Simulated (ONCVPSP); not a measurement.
## An all-electron radial function and its pseudo partner (tantalum)

Columns: radius, all-electron u(r) and pseudo u(r) of the 4f shell (level -25.49 eV) of tantalum in the configuration [Kr] 4d10 4f14 5s2 5p6 5d3 6s1.5 6p0.5; PBE, scalar-relativistic, ONCV scheme, ONCVPSP 4.0.1.

| r (bohr) | all-electron | pseudo |
| --- | --- | --- |
| 0.145 | 0.3715 | 0.0464 |
| 0.290 | 1.0536 | 0.4850 |
| 0.435 | 1.2691 | 1.2105 |
| 0.580 | 1.1745 | 1.4572 |
| 0.725 | 0.9861 | 1.1576 |
| 0.870 | 0.7959 | 0.8259 |
| 1.015 | 0.6316 | 0.6322 |
| 1.160 | 0.4975 | 0.4975 |
| 1.305 | 0.3906 | 0.3906 |
| 1.450 | 0.3064 | 0.3064 |
| 1.595 | 0.2406 | 0.2406 |
| 1.740 | 0.1892 | 0.1892 |
| 1.885 | 0.1491 | 0.1491 |
| 2.030 | 0.1178 | 0.1178 |
| 2.175 | 0.0933 | 0.0933 |
| 2.320 | 0.0741 | 0.0741 |
| 2.465 | 0.0590 | 0.0590 |
| 2.610 | 0.0471 | 0.0471 |
| 2.755 | 0.0376 | 0.0377 |
| 2.900 | 0.0302 | 0.0302 |
| 3.045 | 0.0242 | 0.0242 |
| 3.190 | 0.0195 | 0.0195 |
| 3.335 | 0.0157 | 0.0157 |
| 3.480 | 0.0126 | 0.0126 |
| 3.625 | 0.0102 | 0.0102 |
| 3.770 | 0.0082 | 0.0082 |

Problem. How many radial nodes do the two functions have?

Solution. The all-electron 4f function has n − l − 1 = 0; the pseudo-wave has 0.

Problem. At about which radius was the pseudo-wave matched?

Solution. 1.10 bohr, where the columns begin to agree (steps of 0.14 bohr).

Problem. Is the pseudo-wave norm-conserving?

Solution. Yes: the ONCV scheme keeps the norm inside the radius equal to the all-electron one, which fixes the energy derivative of the logarithmic derivative at the level.
